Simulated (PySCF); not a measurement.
A calculated (TPSS, PySCF 2.14, ANO-RCC-VTZP, the spin-free X2C one-electron Hamiltonian (Gaussian nucleus)) atom or ion has these occupied shells.

```
shell  electrons  orbital energy (eV)  rms radius, mean of both spins (bohr)
 1s α          1             -43333.5                                 0.0269
 1s β          1             -43333.4                                 0.0269
 2s α          1              -7014.6                                  0.109
 2s β          1              -7014.6                                  0.109
 2p α          3              -6278.3                                 0.0977
 2p β          3              -6278.3                                 0.0977
 3s α          1              -1529.3                                  0.284
 3s β          1              -1528.5                                  0.284
 3p α          3              -1295.6                                  0.284
 3p β          3              -1294.7                                  0.284
 3d α          5              -967.27                                  0.262
 3d β          5              -966.48                                  0.262
 4s α          1              -310.42                                  0.646
 4s β          1              -307.67                                  0.646
 4p α          3              -233.70                                  0.686
 4p β          3              -230.85                                  0.686
 4d α          5              -123.56                                  0.763
 4d β          5              -120.56                                  0.763
 5s α          1              -47.219                                   1.57
 5s β          1              -45.331                                   1.57
 5p α          3              -28.737                                   1.84
 5p β          3              -27.218                                   1.84
 4f α          4               -8.845                                   1.26
 6s α          1               -8.386                                   4.29
```

(1) Name the element and its charge.

Answers

(1) Nd⁺ (neodymium, charge +1), in [Xe] 4f4 6s1, one real determinant.
